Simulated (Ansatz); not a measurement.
Cartesian coordinates in Å:
```
B -0.706 0.767 1.147
C -1.068 -0.617 0.975
C -0.266 -0.986 -0.113
C 0.622 -0.121 -0.774
C 0.767 1.202 -0.376
N 0.063 1.710 0.657
H -1.738 -1.310 1.456
H -0.336 -2.011 -0.469
H 1.205 -0.493 -1.608
H 1.458 1.862 -0.896
```

Total charge 0; spin multiplicity 1.

Question: List the ωB97M-V/def2-TZVPP orbital energies in eV (Ansatz). (Best estimate.)

Answer: The calculation gave: Occupied: -394.27, -282.93, -282.42, -281.68, -281.43, -188.38, -28.42, -25.27, -22.85, -19.98, -18.39, -16.94, -15.27, -15.01, -13.69, -13.37, -12.93, -10.55, -10.53, -8.95. Lowest empty: 0.61, 1.17, 2.39, 2.70, 3.52, 3.66, 4.20, 4.38.
